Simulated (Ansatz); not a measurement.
One change: `CC(C)[O][Sn][SH]` becomes `CC(C)[O][AlH2]`.

Ansatz, PBE0-D4/def2-TZVP geometries, multiplicity 1. Each molecule was computed in one conformer, which needn't be the lowest.

Elements past krypton have def2 core potentials.

```csv
property,`CC(C)[O][Sn][SH]`
HOMO energy (B3LYP/def2-TZVPP) / eV,-6.94
HOMO energy (PBE/def2-TZVPP) / eV,-6.12
size of the dipole moment (ωB97M-V/def2-TZVPP) / D,1.24
HOMO–LUMO gap (ωB97M-V/def2-TZVPP) / eV,8.65
LUMO energy (B3LYP/def2-TZVPP) / eV,-2.38
size of the dipole moment (PBE/def2-TZVPP) / D,0.98
```

(1) Give the same properties after the change, and the shifts. (Best estimate.)

Answers

(1) Computed: 
```tsv
property	`CC(C)[O][AlH2]`	shift
HOMO energy (B3LYP/def2-TZVPP) / eV	-7.62	-0.68
HOMO energy (PBE/def2-TZVPP) / eV	-6.42	-0.30
size of the dipole moment (ωB97M-V/def2-TZVPP) / D	1.19	-0.05
HOMO–LUMO gap (ωB97M-V/def2-TZVPP) / eV	10.79	2.14
LUMO energy (B3LYP/def2-TZVPP) / eV	-1.11	1.27
size of the dipole moment (PBE/def2-TZVPP) / D	1.21	0.23
```

With PBE0 the HOMO falls by 0.70 eV and the LUMO rises by 1.27 eV, so the gap widens by about 1.97 eV. PBE moves the HOMO by -0.30 eV and ωB97M-V by -0.99 eV. Dipoles are sizes alone; their direction can turn.

B3LYP here is the variant with VWN-RPA as its local correlation; programs differ in this.
